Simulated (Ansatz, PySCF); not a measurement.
Reaction (SMILES): C=CC=C [buta-1,3-diene] + 5 [H][H] (H2) → 4 C (CH4)
Geometries: B3LYP-D3(BJ)/def2-TZVP minima from Ansatz (a first-principles code), one conformer each, not searched for the lowest. Unstable Hartree-Fock reference: C=CC=C.

Property: energy of full hydrogenation (enthalpy at 298 K, with B3LYP-D3(BJ) rigid-rotor harmonic-oscillator terms from PySCF), in kcal/mol. Cores are frozen in the correlated levels unless marked. Spin-orbit coupling is left out. Non-relativistic. Basis-set limits of correlation are two-point, X^-3; Hartree-Fock from the larger set. The bracket is a focal-point correction in the basis named.

| level | program | energy of full hydrogenation (kcal/mol) |
|---|---|---|
| HF/cc-pVDZ | Ansatz | -113.1 |
| PBE-D3(BJ)/def2-TZVPD | Ansatz + dftd3 | -97.1 |
| B3LYP/def2-TZVPD | Ansatz | -99.0 |
| PBE0-D4/def2-TZVP | Ansatz + dftd4 | -105.7 |

Question: Predict the RI-MP2/CBS(cc-pVTZ,cc-pVQZ)+[CCSD(T)-MP2]/cc-pVTZ result (Ansatz).

Answer: -98.6 kcal/mol
